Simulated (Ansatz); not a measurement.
`C[SiH](F)[SiH2]O` + `N[SiH](O)O` → `O[SiH2]N[SiH](O)O` + `C[SiH2]F`  (cleavage of the Si–Si bond)

Gas-phase electronic energies from Ansatz, PBE0-D4/def2-TZVP geometries. CBS: MP2 limit from def2 TZ/QZ plus the TZ coupled-cluster correction, frozen cores. This one scheme is used for every species. DFT in def2-TZVPP. One conformer a species, not always the lowest.

`C[SiH](F)[SiH2]O`:

Z-matrix (Å, degrees):
```
C
Si 1 1.860
H 1 1.094 2 109.9
H 1 1.093 2 110.9 3 119.5
H 1 1.092 2 111.2 3 -119.6
F 2 1.616 1 108.3 3 -176.2
Si 2 2.354 1 113.0 3 65.5
H 2 1.491 1 110.1 3 -59.7
O 7 1.656 2 111.2 1 60.6
H 7 1.493 2 109.9 1 -175.6
H 7 1.486 2 110.3 1 -56.2
H 9 0.958 7 117.0 2 60.4
```

`N[SiH](O)O`:

Cartesian coordinates in Å:
```
N -0.804 -0.018 0.967
Si -0.019 -0.149 -0.551
O 1.230 -1.192 -0.360
O 0.377 1.371 -1.022
H -1.524 0.675 1.098
H -1.013 -0.852 1.493
H -0.782 -0.697 -1.688
H 1.774 -1.083 0.422
H 0.762 1.946 -0.358
```

`O[SiH2]N[SiH](O)O`:

Z-matrix (Å, degrees):
```
Si
N 1 1.709
O 1 1.661 2 107.4
H 1 1.487 2 113.4 3 117.8
H 1 1.485 2 107.8 3 -120.6
Si 2 1.719 1 127.2 3 -47.6
H 2 1.010 1 116.0 3 119.1
H 3 0.959 1 116.4 2 156.4
O 6 1.641 2 104.3 1 138.2
O 6 1.633 2 107.9 1 14.2
H 6 1.480 2 115.4 1 -102.8
H 9 0.958 6 117.1 2 163.5
H 10 0.965 6 114.9 2 32.5
```

`C[SiH2]F`:

```xyz
8

C     0.268    0.859   -0.400
Si   -0.238   -0.775    0.315
F    -0.371   -0.638    1.908
H     1.230    1.183    0.004
H     0.367    0.778   -1.487
H    -0.475    1.629   -0.183
H    -1.559   -1.211   -0.203
H     0.777   -1.825    0.046
```

| level | ΔE (kcal/mol) |
| --- | --- |
| ωB97M-V | -25.1 |
| B2PLYP | -24.2 |

Task: What does CCSD(T)/CBS give? (An estimate is asked.)

Result: The calculation gave: -24.2 kcal/mol. The listed levels differ from it by -0.9, 0.0 kcal/mol.

Largest T1 diagnostic among the species: 0.012.

From BLYP to BHLYP (50 % exact exchange), in def2-TZVPP and without D4, ΔE moves by −4.4 kcal/mol. The D4 term adds −1.0 kcal/mol with B3LYP and −0.5 kcal/mol with PBE0; it sums over pairs of atoms, weighted by their polarisabilities, and B3LYP, whose exchange is more repulsive, gets the larger term. At CCSD(T), def2-SVP lies −2.9 kcal/mol from the extrapolated value and def2-TZVPP −0.5 kcal/mol.

CCSD(T)/CBS has its own doubt, a few kJ/mol and more with outer-core shells, so smaller differences from it don't rank the levels.

B3LYP here is the variant with VWN-RPA as its local correlation; programs differ in this.
